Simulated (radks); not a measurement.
Problem. O, configuration [He] 2s2 2p4. All-electron calculation, Dirac Kohn-Sham, BLYP, spin-unpolarised, spherical densities, finite nucleus; open shells fill j = l - 1/2 first; Fermi nuclear charge, rms radius 2.6991 fm. Program: a radial shooting solver on a logarithmic mesh with Libxc functionals. Some entries of the table are withheld. Estimate them.

orbital  occ.  eigenvalue (hartree)  <r> (bohr)  r(max) (bohr)
1s1/2       2             -18.94115      0.1995            (1)
2s1/2       2                   (2)         (3)         0.8687
2p1/2       2                   (4)         (5)         0.8115
2p3/2       2                   (6)         (7)         0.8127

Solution. 
(1) 1s1/2 r(max) (bohr): 0.1291
(2) 2s1/2 eigenvalue (hartree): -0.87558
(3) 2s1/2 <r> (bohr): 1.140
(4) 2p1/2 eigenvalue (hartree): -0.33232
(5) 2p1/2 <r> (bohr): 1.266
(6) 2p3/2 eigenvalue (hartree): -0.33096
(7) 2p3/2 <r> (bohr): 1.268
